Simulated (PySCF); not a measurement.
## From computed data to an observable: chemical shift, span and skew from a shielding tensor

B(F)2(OEt) (C2H5BF2O), SMILES CCOB(F)F. Atoms are numbered in the order given.

```xyz
11

B      0.5964    -0.1698     0.7473
F     -0.1836    -1.2075     1.0616
F      1.8106    -0.1206     1.2796
O      0.1924     0.8107    -0.0762
C     -1.0976     0.7770    -0.7021
C     -1.0442     0.0090    -2.0114
H     -1.8333     0.3305    -0.0137
H     -1.3778     1.8266    -0.8728
H     -0.7960    -1.0488    -1.8328
H     -2.0216     0.0517    -2.5169
H     -0.2851     0.4400    -2.6815
```

Geometry: TPSSh-D3(BJ)/def2-SVP. The values are those of a single conformer.

GIAO shieldings from HF/pcSseg-1 (PySCF), non-relativistic, no solvent. The symmetric part of the tensor of C5 has the principal values 103.9, 121.5, 173.9 ppm. The same nucleus in TMS has σ = 192.6 ppm at this level (PySCF, at its B3LYP-D3(BJ)/def2-TZVP geometry).

Problem. Work out the isotropic shielding, the ¹³C shift against TMS, the span and the skew.

Solution. 
σ(iso) = (σ11 + σ22 + σ33)/3 = 133.1 ppm. δ = σ(ref) − σ(iso) = 192.6 − (133.1) = 59.5 ppm.
Span Ω = σ33 − σ11 = 70.0 ppm. Skew κ = 3(σ(iso) − σ22)/Ω = 0.50. Tumbling in solution averages the tensor to δ; in a static solid the shielding alone would spread this spin-1/2 line over Ω.
